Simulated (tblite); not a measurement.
Species: C3ClF4O (charge +1).
Atom-mapped SMILES: `[O+:1]#[C:2][C:3]([F:4])([F:5])[C:6]([F:7])([F:8])[Cl:9]`
Bond orders are those of one Lewis drawing.

Computed with GFN2-xTB (tblite), gas phase: L-BFGS steps from a force-field or distance-geometry start until the largest atomic force falls under 0.01 eV/Å.

Step 16: E = -907.2936 eV
```
atom  x, y, z in Å  |  force x, y, z in eV/Å
O1      2.2595   -1.2749   -0.1939   -0.064   0.029   0.006
C2      1.5657   -0.4071   -0.1285    0.021  -0.050  -0.007
C3      0.4684    0.5447   -0.0307    0.061   0.019  -0.003
F4      0.4055    1.3243   -1.1050   -0.008  -0.018  -0.020
F5      0.5708    1.2896    1.0647   -0.001  -0.004   0.031
C6     -1.0052   -0.2898    0.0698    0.078   0.052  -0.008
F7     -0.9243   -1.0744    1.1296   -0.005   0.010  -0.041
F8     -1.0858   -1.0440   -1.0117   -0.005   0.000   0.035
Cl9    -2.2410    0.9377    0.1804   -0.077  -0.039   0.006
```

Step 17: E = -907.2942 eV
```
atom  x, y, z in Å  |  force x, y, z in eV/Å
O1      2.2519   -1.2793   -0.1935   -0.043   0.004   0.004
C2      1.5632   -0.4079   -0.1283    0.003  -0.001  -0.002
C3      0.4681    0.5480   -0.0306    0.054  -0.003   0.003
F4      0.4041    1.3262   -1.1058    0.006  -0.015  -0.002
F5      0.5693    1.2918    1.0659    0.010  -0.008   0.004
C6     -1.0004   -0.2895    0.0694    0.026   0.057  -0.006
F7     -0.9198   -1.0754    1.1284   -0.004   0.023  -0.032
F8     -1.0811   -1.0452   -1.0114   -0.006   0.018   0.030
Cl9    -2.2417    0.9373    0.1807   -0.044  -0.075   0.002
```

Problem. Estimate the geometry and energy of step 18. (The exact step hangs on the optimiser's Hessian estimate; all steps are aligned on step 17, rigid shifts and turns removed.)

Solution. E = -907.2947 eV, largest force 0.088 eV/Å
```
atom  x, y, z in Å  |  force x, y, z in eV/Å
O1      2.2461   -1.2825   -0.1931   -0.020  -0.020   0.001
C2      1.5617   -0.4081   -0.1283   -0.005   0.027   0.002
C3      0.4690    0.5504   -0.0305    0.026  -0.011   0.006
F4      0.4032    1.3272   -1.1064    0.018  -0.007   0.005
F5      0.5684    1.2932    1.0668    0.021  -0.006  -0.011
C6     -0.9966   -0.2884    0.0690   -0.021   0.041  -0.002
F7     -0.9170   -1.0757    1.1269    0.003   0.030  -0.011
F8     -1.0782   -1.0457   -1.0105   -0.001   0.030   0.011
Cl9    -2.2430    0.9357    0.1808   -0.022  -0.085  -0.001
```

The energy changes by -0.0005 eV. The first-order estimate −F·Δx gives -0.0006 eV and the mean of the old and new forces, exact on a quadratic surface, -0.0004 eV. The step makes an angle of 64° with the force vector and moves no atom by more than 0.007 Å.

What follows is the cost of the whole relaxation. Time: 0.29 s wall. Hardware: an Arm Neoverse N1 with one thread, no GPU, shared host with 64 logical CPUs at a one-minute load of 57.
